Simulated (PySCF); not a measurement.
# What settings do to a single point of [Er(NH3)6]3+

The sound run of [Er(NH3)6]3+ (singlet in the valence; each metal's 4f electrons, 11 of them, lie in its core potential, out of spins and levels) uses PySCF 2.14.0, RKS TPSS, Er lcecp-1-SVP with ECP57, N def2-SVP, H def2-SVP; non-relativistic Hamiltonian with scalar-relativistic core potentials where named; density fitting; no spin-orbit coupling, grid (50, 194), threshold 1e-8 Eh and 55 cycles, at the relaxed geometry:

```xyz
25

Er    0.0000    0.0000    0.0000
N     0.0219    0.0283    2.5181
H     0.8358    0.5038    2.9486
H    -0.7843    0.5001    2.9665
H     0.0292   -0.9009    2.9768
N    -0.0219   -0.0283   -2.5181
H     0.7843   -0.5001   -2.9665
H    -0.8358   -0.5038   -2.9486
H    -0.0292    0.9009   -2.9768
N     2.5180   -0.0019    0.0050
H     2.9600   -0.4740    0.8148
H     2.9689   -0.4635   -0.8056
H     2.9621    0.9344    0.0124
N     0.0006    2.5176    0.0259
H     0.3963    2.9509    0.8800
H     0.5345    2.9765   -0.7346
H    -0.9328    2.9620   -0.0467
N    -2.5180    0.0019   -0.0050
H    -2.9689    0.4635    0.8056
H    -2.9600    0.4740   -0.8148
H    -2.9621   -0.9344   -0.0124
N    -0.0006   -2.5176   -0.0259
H    -0.5345   -2.9765    0.7346
H    -0.3963   -2.9509   -0.8800
H     0.9328   -2.9620    0.0467
```

There Er1 has a Mulliken charge of 1.12 e and the dipole about the centre of mass is 0.00 D. Each run below changes one thing and starts from free metal ions and neutral atoms unless it says otherwise; with 55 cycles, smearing, a level shift and second-order steps follow where DIIS fails, and their cycles count. Energy shifts count from the sound run. On f atoms grids over 110 angular points are at least (60, 302).

| change | outcome | cycles | energy shift (eV) | largest force component (eV/Å) | charge on Er1 (e) | dipole about the centre of mass (D) |
| --- | --- | --- | --- | --- | --- | --- |
| threshold 0.001 | converged | 6 | 0.0000 | 0.01 | 1.12 | 0.00 |
| grid (15, 26) | converged | 9 | -3.55 | 7.41 | 1.21 | 0.00 |

(1) How does the run with this change end: start from a density of up to 30 smeared cycles (not counted)?

Unsound on purpose, so not properties of the compound: grid (15, 26).

Forces carry noise of the integration grid, about 0.01 to 0.03 eV/Å.

No frequency check is given that shows the relaxed geometry to be a minimum. An lcecp potential fixes the number of 4f electrons, so in runs with it no electron can move into or out of that shell.

Results:

(1) outcome converged, cycles 6, energy shift (eV) 0.0000, largest force component (eV/Å) 0.01, charge on Er1 (e) 1.12, dipole about the centre of mass (D) 0.00.
